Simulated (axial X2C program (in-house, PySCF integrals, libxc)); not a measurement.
Nuclear properties of TaNC⁺

Computed with an axial X2C code built on PySCF integrals: two-component X2C with atomic mean-field Coulomb and Gaunt terms, Gaussian nuclei, basis Ta dyall-v3z, N dyall-av3z, C dyall-v3z with contracted cores.

Ta–N–C held linear, with bonds 1.903 and 1.201 Å (near the PBE0 minimum at charge 1 of the determinant lowest at the starting distance; the state shown can have its own minimum elsewhere, held linear; other orders of the atoms were not compared).

Input and command:
```json
{"zs": [73, 7, 6], "q": 1, "bas": ["dyall-v3z", "dyall-av3z", "dyall-v3z"], "r0": [2.12, 1.17], "symm": 0, "scan": ["PBE0", "HF", "TPSSh"], "levels": ["PBE0", "HF", "r2SCAN"], "nst": 2}
```
```bash
python solin.py task.json out
```

Keys: zs atomic numbers; q charge; bas basis sets; r0 starting distance in Å; symm equal bonds; scan levels of the two-bond scan; levels methods; nst determinants followed.

Determinant lowest in the PBE0 search, Ω = 3/2 (⟨Sz⟩ = -1.47, ⟨Lz⟩ = 2.97 at PBE0), spin on the atoms Ta -1.47, N 0.05, C -0.05:

| level | Eeff magnitude (GV/cm) | Ws magnitude Ta (kHz) | A∥/gI Ta (MHz) | qzz Ta (a.u.) | A∥/gI N (MHz) | qzz N (a.u.) | A∥/gI C (MHz) | qzz C (a.u.) |
| --- | --- | --- | --- | --- | --- | --- | --- | --- |
| PBE0 | 17.9 | 11.4 | -3250 | -4.43 | 14.8 | -0.26 | 18.7 | -1.07 |
| HF | 18 | 11.4 | -3070 | -5.59 | 20.5 | -0.32 | 13.5 | -1.24 |
| r2SCAN | 20 | 13 | -3480 | -4.56 | 14 | -0.28 | 18 | -1.05 |

Determinant 0.01 eV from it at PBE0 and this distance, Ω = 3/2 (⟨Sz⟩ = 1.47, ⟨Lz⟩ = 0.03 at PBE0), spin on the atoms Ta 1.53, N -0.03, C -0.03:

| level | Eeff magnitude (GV/cm) | Ws magnitude Ta (kHz) | A∥/gI Ta (MHz) | qzz Ta (a.u.) | A∥/gI N (MHz) | qzz N (a.u.) | A∥/gI C (MHz) | qzz C (a.u.) |
| --- | --- | --- | --- | --- | --- | --- | --- | --- |
| PBE0 | 11.7 | 6.82 | 3780 | 1.83 | -4.28 | -0.26 | 2.25 | -1.14 |
| HF | 8.77 | 4.71 | 3460 | -0.08 | -15.8 | -0.30 | 2.07 | -1.29 |
| r2SCAN | 11.8 | 7.25 | 3960 | 1.91 | -2.65 | -0.28 | 1.62 | -1.13 |

Eeff is the effective electric field on the electron electric dipole moment in this Ω state and Ws the scalar–pseudoscalar constant of the nucleus named (defined with the proton number Z and per Ω); A∥ (defined per Ω) follows by multiplying with gI = μI/(I μN); qzz is the electric field gradient, eQq0 = 234.96 MHz × Q/barn × qzz. The operators were transformed with the bare-nucleus X2C matrices; with these basis sets, hyperfine constants and field gradients can be off by tens of per cent, and where levels differ in sign neither size nor sign is settled.

(1) With gI(181Ta) = 0.6773, Q(181Ta) = 3.17 barn, gI(14N) = 0.4038, Q(14N) = 0.02044 barn, gI(13C) = 1.4048 (g factors from the IAEA table of nuclear moments by Stone; Q from Pyykkö, Mol. Phys. 2018), turn the PBE0 values of the first state into constants in MHz.

The molecule was held linear; bending was not examined, so a bent shape may lie lower.

Each state is one determinant with collinear spin, which with several unpaired electrons need not be a pure state. Unrestricted Hartree–Fock can overshoot spin polarisation at the nuclei. With several open shells hyperfine constants can be off by a factor of several. At r2SCAN a later determinant lies lower. States lie within half an eV, so the first need not be the ground state. PBE0 term energies can be off by some tenths of an eV.

Answers

(1) A∥(181Ta) = -3250 × 0.6773 = -2200 MHz; eQq0(181Ta) = 234.96 × (3.17) × (-4.43) = -3300 MHz; A∥(14N) = 14.8 × 0.4038 = 5.98 MHz; eQq0(14N) = 234.96 × (0.02044) × (-0.26) = -1.25 MHz; A∥(13C) = 18.7 × 1.4048 = 26.3 MHz.
